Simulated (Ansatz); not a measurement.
Molecule: C₃H₄Cl, charge -1, multiplicity 1. It need not be the lowest isomer of its formula. Whether it binds its extra electron was not tested at this geometry. 
Geometry from a B3LYP-D3(BJ)/def2-TZVP (Ansatz, a program for electronic structure) optimisation:
SMILES: C/[C-]=C/Cl
```xyz
8

C     -2.4328     0.1058    -0.0519
C     -0.9992     0.5883    -0.0637
C     -0.1116    -0.3596     0.0260
Cl     1.7620    -0.0326     0.0342
H     -2.9562     0.4268    -0.9619
H     -2.9874     0.5622     0.7782
H     -2.5770    -0.9958     0.0312
H     -0.1719    -1.4458     0.1094
```
Charge -1, spin multiplicity 1.

Basis-set convergence of Hartree-Fock and MP2 correlation energies (hartree) with Ansatz. Cores are frozen in the correlated levels unless marked. Spin-orbit coupling is left out. Non-relativistic. This anion needs diffuse functions, which these sets lack.

| basis | functions | E(HF) | E(corr, MP2) |
|---|---|---|---|
| cc-pV(D+d)Z | 85 | -575.35048 | -0.55031 |
| cc-pV(T+d)Z | 185 | -575.40178 | -0.69703 |
| cc-pV(Q+d)Z | 349 | ___ | ___ |

What belongs in the gaps?


- cc-pV(Q+d)Z, E(HF): -575.41552
- cc-pV(Q+d)Z, E(corr, MP2): -0.75035
